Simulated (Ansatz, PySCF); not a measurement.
MoF3H3, SMILES [F][MoH3]([F])[F], multiplicity 1. Atoms are numbered in the order given.

```xyz
7

Mo     0.0000     0.0000     0.0855
F     -1.5771    -0.9105    -0.2942
F      0.0000     1.8211    -0.2942
F      1.5771    -0.9105    -0.2942
H      0.0000    -0.9202     1.4511
H     -0.7969     0.4601     1.4511
H      0.7969     0.4601     1.4511
```
Charge 0, spin multiplicity 1.

Geometry: B3LYP-D3(BJ)/def2-SVP. The multiplicity is an assumed one; no other spin state was optimised. The structure was generated by enumeration; whether it is a known compound was not checked. The def2 effective core potentials stand for the cores of Mo; spin–orbit coupling is left out.

Vertical ionisation energy (IE) and electron affinity (EA) in eV. Rows of orbital energies are one-electron estimates. Where ΔSCF, EOM or ADC give a negative EA the extra electron is unbound and the value depends on the basis.

| level | IE | EA |
|---|---|---|
| −ε(HOMO), −ε(LUMO), HF/def2-TZVPD (PySCF) | 12.65 | -0.63 |
| −ε(HOMO), −ε(LUMO), PBE/def2-TZVPD (PySCF) | 7.37 | 3.99 |
| ΔSCF, CAM-B3LYP/def2-SVPD (Ansatz), final states of multiplicity 2 and 2 | 11.58 | 1.27 |
| ΔSCF, PBE/def2-SVPD (Ansatz), final states of multiplicity 2 and 2 | ___ | ___ |

Q: What belongs in the gaps? (Estimate from the structure and the level; the computed values follow.)

A: 
- ΔSCF, PBE/def2-SVPD (Ansatz, a program for electronic structure), final states of multiplicity 2 and 2, IE: 10.93
- ΔSCF, PBE/def2-SVPD (Ansatz), final states of multiplicity 2 and 2, EA: 0.72

Q: What vertical singlet–triplet gap does ΔSCF give with CAM-B3LYP/def2-SVPD (Ansatz) and with PBE/def2-SVPD (Ansatz)? (The exact figures need the calculation; the answer reports its results.)

A: 2.98 and 3.09 eV (triplet above singlet where positive).
